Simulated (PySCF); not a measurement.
# How the method changes the shape and vibrations of AlB2H3N cation

These are calculations, not measurements. The program is PySCF 2.14.0, an open-source quantum chemistry code, run on an isolated molecule that a program drew, which may never have been made. The molecule is AlB2H3N cation (charge +1, singlet), drawn as the SMILES string `[BH+][N]=[Al][BH2]`.

The geometry was optimised and harmonic frequencies were computed with HF and MP2, all in the cc-pV(D+d)Z basis, for the commonest isotopes, with a restricted reference for singlets and an unrestricted one otherwise, and a frozen core in MP2. Each result is a local minimum of its method.

Geometry at the HF minimum:
```xyz
7
AlB2H3N cation, angstrom
B    -0.1928   -2.1856   -2.3733
N    -0.3628   -1.5365   -1.2988
Al   -0.5895   -0.6693    0.1374
B    -0.8784    0.4383    1.9730
H    -0.0358   -2.7852   -3.3651
H     0.0221    1.1080    2.3642
H    -1.9267    0.3367    2.5234
```

Lengths of the bonds as drawn, in Å (atoms numbered as above):
```
  bond     HF    MP2
 B1-N2  1.267  1.288
N2-Al3  1.693  1.719
Al3-B4  2.163  2.159
 B1-H5  1.170  1.179
 B4-H6  1.188  1.197
 B4-H7  1.188  1.197
```

Rotational constants, in GHz:
```
constant,HF,MP2
A,227,223.1
B,2.46,2.417
C,2.433,2.391
```

Harmonic frequencies in cm^-1, each column in rising order, so a row needn't be the same motion in every method:
| rank | HF | MP2 |
|---|---|---|
| 1 | 98 | 86 |
| 2 | 102 | 90 |
| 3 | 194 | 163 |
| 4 | 203 | 171 |
| 5 | 475 | 467 |
| 6 | 649 | ? |
| 7 | 842 | 757 |
| 8 | 843 | 757 |
| 9 | 865 | 813 |
| 10 | 906 | 876 |
| 11 | 1194 | 1137 |
| 12 | 1873 | 1775 |
| 13 | 2748 | 2687 |
| 14 | 2881 | 2824 |
| 15 | 3006 | 2920 |

**Estimate the missing MP2 frequency from the HF column.**

A single factor s that minimises the squared misfit of MP2 against s times HF over the other rows is sum(HF x MP2) / sum(HF^2) = 0.9675, with an rms misfit of 30 cm^-1. For rank 6 it gives 0.9675 x 649 = 628 cm^-1. The calculation gives 620 cm^-1, 8 cm^-1 below the estimate. The drawn bonds are on average 0.9 % longer in MP2 than in HF.
